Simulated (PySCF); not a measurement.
Compound: CH7FGeSi.
InChI=1S/CH7FGeSi/c2-1-4-3/h1,4H2,3H3

A linear-response calculation (PySCF, def2-SVPD basis, gas phase, vertical, core orbitals frozen in the response) gave these numbers; the functional is withheld.

Orbital energies (eV): HOMO-3 -9.54, HOMO-2 -9.25, HOMO-1 -8.90, HOMO -8.19, LUMO -0.14, LUMO+1 0.11, LUMO+2 0.45.

```csv
state,E (eV),f,"main configurations (H = HOMO, L = LUMO)"
S1,7.00,0.135,"H→L (65%), H→L+1 (24%)"
S2,7.16,0.109,"H→L+1 (62%), H→L (28%)"
S3,7.36,0.015,H→L+2 (91%)
S4,7.47,0.0045,"H-1→L (69%), H→L+3 (14%), H→L+1 (9%)"
S5,7.68,0.0016,"H-1→L+1 (68%), H→L+3 (28%)"
S6,7.86,0.357,"H→L+3 (48%), H-1→L+1 (24%), H-1→L (14%)"
```

Triplets, Tamm–Dancoff:

```
state  E (eV)  λ (nm)  main configurations (H = HOMO, L = LUMO)
   T1    6.27   197.6                     H→L (84%), H→L+1 (9%)
   T2    6.38   194.2                     H→L+1 (76%), H→L (8%)
   T3    6.52   190.3                               H→L+2 (91%)
   T4    7.00   177.2                 H-1→L (74%), H-1→L+1 (8%)
```

Vertical ionisation energy by ΔSCF with the same functional: 10.14 eV. Mean static polarisability: 77.3 au.

Orbitals of the list HOMO-3 to LUMO+2 that lie within 0.01 eV of each other are written together with a slash and their weights summed (≥ marks a lower bound); for degenerate orbitals outside that list single weights are arbitrary.

Task: Which of these was used?
A. wB97X-D
B. PBE0
C. PBE
D. HF

Result: B. PBE0 is a global hybrid with 25% exact exchange. In this run −ε(HOMO) = 8.19 eV differs from the ΔSCF value by -1.96 eV, and S1 differs from the orbital gap of 8.05 eV by -1.05 eV. The ratio −ε(HOMO)/IP is 0.81. Small neutral molecules mostly give 0.7 to 0.83 with PBE0, 0.5 to 0.7 with PBE, 0.89 to 0.99 with wB97X-D; with Hartree–Fock the ratio is 1 or more (Koopmans' value less the relaxation energy is the ΔSCF value). The other options: PBE, a GGA without exact exchange; HF, time-dependent Hartree–Fock, 100% exact exchange; wB97X-D, range-separated, 22% exact exchange at short range and 100% at long range (ω = 0.2 bohr⁻¹).

Method: TDDFT PBE0/def2-SVPD, vertical, gas phase, core orbitals frozen in the response in PySCF 2.14.0, density-fitted response routines. Geometry: PBE0-D3(BJ)/def2-SVP, one conformer, isolated molecule. The PBE0/def2-SVPD calculation is non-relativistic and has no spin–orbit coupling, an omission that weighs most on germanium.

Shape of the structure used: `[F:1][CH2:2][SiH2:3][GeH3:4]`: F1–C2–Si3–Ge4 -6°.
